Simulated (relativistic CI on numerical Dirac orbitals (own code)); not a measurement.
V4+ in a cubic cluster: 2p photoemission with charge transfer

Computed with a charge-transfer multiplet model of a cubic metal-ligand cluster with up to 2 ligand holes, Slater and spin-orbit integrals from Dirac-Coulomb-Breit ions, Slater integrals scaled by 0.7. The ground state mixes d1 with configurations of k ligand holes L, whose averages lie at kΔ + k(k − 1)U_dd/2; a core hole lowers each added d electron by U_cd. 300 K, Lorentzian 0.6 eV and Gaussian 0.8 eV FWHM.

Atomic integrals in eV (Slater integrals scaled, ζ unscaled), ground: F2dd 7.050, F4dd 4.418, zeta_d 0.029; with the core hole: F2dd 7.050, F4dd 4.418, zeta_d 0.047, zeta_core 4.606, F2cd 5.240, G1cd 4.036, G3cd 2.295. Where a configuration has fewer than two d electrons, the dd integrals are those of d2.

Cluster parameters (eV): U_dd = 4.5, U_cd = 5.5, 10Dq = 0.3, 10Dq(ligand) = 1, V(eg) = 3.25, V(t2g) = -1.59, final-state hopping factor = 1.

```tsv
Case	n_d	d1	d2L	d3L2	S
Δ = 1.3 eV	1.90	0.28	0.53	0.18	0.50
Δ = 2.3 eV	1.83	0.33	0.52	0.15	0.50
Δ = 4.3 eV	1.68	0.43	0.47	0.11	0.50
```

Weights, n_d and S are thermal averages at 300 K. Binding energies count from the first peak over 30 % of the highest in each spectrum, which can be another peak from case to case. The parameters are a model scan and need not match a compound or its usual spin state. Peaks in eV (height, largest 100):
- Δ = 1.3 eV: 0.0 (100), 2.9 (9), 7.2 (32), 14.3 (7)
- Δ = 2.3 eV: 0.0 (100), 2.9 (9), 7.1 (33), 13.8 (7)
- Δ = 4.3 eV: 0.0 (100), 2.9 (9), 7.2 (35), 12.9 (8)

For the case Δ = 2.3 eV, Δ = 2.3 eV is smaller than U_dd = 4.5 eV, the charge-transfer side of the Zaanen-Sawatzky-Allen scheme. With the core hole the configuration with one ligand hole lies at Δ − U_cd = -4.2, -3.2, -1.2 eV from the one without, in the order of the table; where this is negative the screened configuration lies lower, though the effective hopping of about 6.9 eV (from the holes of the mixed ground state) mixes the two strongly wherever it is as large as the gap.

With at most 2 ligand holes the space is cut while the next configuration still counts, so covalency is underestimated, and a final configuration with one more ligand hole, which can lie low, is missing from the spectra.
